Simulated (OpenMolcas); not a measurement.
## N II: the spin-orbit constant, thermal populations, Slater's ratio, worked from levels

```json
{
 "Program": "OpenMolcas",
 "Basis": "ANO-RCC-VTZP [4s3p2d1f]",
 "Scalar Hamiltonian": "DKH2, point nucleus",
 "Active space": "2 electrons in 3 orbitals (2p)",
 "State averaging": "2S+1 = 3 even, 3 roots; 2S+1 = 1 even, 6 roots",
 "Spin-orbit coupling": "RASSI with atomic mean-field integrals over the reference wave functions, term energies averaged over their components"
}
```

Methods: CASSCF; SS-CASPT2, IPEA 0.25 Eh, imaginary shift 0.1 Eh (closed shells correlated: 1s 2s). Measured levels: NIST Handbook of Basic Atomic Spectroscopic Data.

**The spin-orbit constant.** For the Hund term 3P of p2, E(J) = (A/2) J(J+1) + constant and ζ = 2S·A = 2A. From J = 0 to J = 2 the energy changes by 3 A.

```
   Source  E(2) - E(0)     A   ζ
   CASSCF        140.6  46.9  94
SS-CASPT2        140.7  46.9  94
 measured        130.8  43.6  87
```

All in cm-1. SS-CASPT2 is off by +7.6 % and CASSCF by +7.5 %. Both methods take the spin-orbit matrix elements from the reference wave functions, so the second can move ζ only through the term energies and any multistate remixing. Second-order mixing with other terms is absorbed into this ζ.

**Thermal populations.** Z = Σ (2J + 1) exp(-E/kT) with k = 0.695035 cm-1/K, over the levels below. No other level of either list lies under 46700 cm-1, which is above 7 kT at each temperature.

```json
{"Level": "2s2 2p2 3P0", "2J + 1": "1", "SS-CASPT2": "0.0", "measured": "0.0"}
{"Level": "2s2 2p2 3P1", "2J + 1": "3", "SS-CASPT2": "47.3", "measured": "48.7"}
{"Level": "2s2 2p2 3P2", "2J + 1": "5", "SS-CASPT2": "141", "measured": "131"}
{"Level": "2s2 2p2 1D2", "2J + 1": "5", "SS-CASPT2": "15560", "measured": "15316"}
{"Level": "2s2 2p2 1S0", "2J + 1": "1", "SS-CASPT2": "35380", "measured": "32689"}
```

```
T (K)  Z, SS-CASPT2  Z, measured levels  Ground level (%), SS-CASPT2  Ground level (%), measured levels
 3000         8.609               8.630                         11.6                               11.6
 5000         8.817               8.834                         11.3                               11.3
 8000         9.156               9.178                         10.9                               10.9
```

At 8000 K, kT = 5560 cm-1, and the computed levels give Z = 1.000 + 2.975 + 4.875 + 0.305 + 0.002 = 9.156.

**Slater's ratio.** With one set of orbitals, p2 has 1D - 3P = 6 F2 and 1S - 1D = 9 F2 (F2 = F²/25), a ratio of 3/2. Term energies are centres of gravity, weighted by 2J + 1.

| Source | 1D - 3P | 1S - 3P | F2 from the first | Ratio |
| --- | --- | --- | --- | --- |
| CASSCF | 17729 | 43814 | 2955 | 1.471 |
| SS-CASPT2 | 15464 | 35286 | 2577 | 1.282 |
| measured | 15227 | 32600 | 2538 | 1.141 |

Energies in cm-1. A ratio away from 3/2 shows effects beyond one configuration with one set of orbitals, and in heavier atoms second-order spin-orbit shifts.

Term energies are means over components that CASPT2 splits; among the terms shown or strongly mixed into the levels shown the widest spread is 96 cm-1 (2s2 2p2 1D, SS-CASPT2). With the s shell closed, the reference lacks s² → p² mixing. Without dynamic correlation excited terms often stand tens of per cent too high (terms of higher spin than the ground term too low), and those without a measured partner can miss by more than the paired ones (holds for CASSCF). Computed and measured levels are paired by configuration, term and J; levels that our copy of the source lacks, or whose pairing is in doubt (as where it misses far off the trend of its configuration), stay unpaired and out of the deviations. Only configurations of the active space appear.
